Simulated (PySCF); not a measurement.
HIMgS, SMILES [SH][Mg][I]. Atoms are numbered in the order given.

```xyz
4

Mg     0.0174     1.1689     0.0000
I     -0.0024    -1.3745     0.0000
S      0.0740     3.4545     0.0000
H     -1.2688     3.5521     0.0000
```
Charge 0, spin multiplicity 1.

Geometry optimised at B3LYP-D3(BJ)/def2-TZVP. The def2 effective core potentials stand for the cores of I; spin–orbit coupling is left out. One conformer was computed; it need not be the lowest.

Calculation: B3LYP-D3(BJ)/def2-TZVP (PySCF 2.14.0).

Frequencies are harmonic and unscaled.

```json
[
 {"mode": "1", "ν (cm⁻¹)": "85", "IR (km/mol)": "27.6", "moving atoms (share of kinetic energy)": "Mg 78 %, S 15 %"},
 {"mode": "2", "ν (cm⁻¹)": "93", "IR (km/mol)": "26.0", "moving atoms (share of kinetic energy)": "Mg 80 %, S 16 %"},
 {"mode": "3", "ν (cm⁻¹)": "210", "IR (km/mol)": "2.4", "moving atoms (share of kinetic energy)": "S 58 %, I 29 %, Mg 11 %"},
 {"mode": "4", "ν (cm⁻¹)": "507", "IR (km/mol)": "84.8", "moving atoms (share of kinetic energy)": "Mg 66 %, H 19 %, S 13 %"},
 {"mode": "5", "ν (cm⁻¹)": "550", "IR (km/mol)": "34.6", "moving atoms (share of kinetic energy)": "H 74 %, S 13 %, Mg 12 %"},
 {"mode": "6", "ν (cm⁻¹)": "2656", "IR (km/mol)": "1.9", "moving atoms (share of kinetic energy)": "H 97 %"}
]
```
